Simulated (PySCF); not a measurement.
How methods differ on the excitation energy of Pr²⁺

Pr²⁺ [Xe] 4f3 (high-spin determinant) → Pr²⁺ [Xe] 4f2 6p1 (high-spin determinant), as a difference of total energies. Calculation: PySCF 2.14, in x2c-TZVPPall (11s7p7d4f2g, 113 functions); scalar relativity by spin-free X2C-1e. Correlated levels: valence: [Kr] 4d10 frozen; valence and next inner shell: [Ar] 3d10 frozen. The calculations carry no spin-orbit coupling.

```tsv
method	excitation energy (eV)
UHF	5.865
MP2 (valence)	6.741
SCS-MP2 (valence)	6.468
MP2 (valence and next inner shell)	6.857
SCS-MP2 (valence and next inner shell)	6.599
```

**Question.** How much does correlation contribute at MP2 (valence and next inner shell)?

**Answer.** 6.857 − (5.865) = 0.992 eV, measured against UHF.

The basis was made for the ground configuration and has no added diffuse functions, so the excitation energy can come out too high.

The determinant of the lower state and of the upper state mixes LS terms, which raises its energy above the lowest term, most at the Hartree-Fock and MP2 levels.
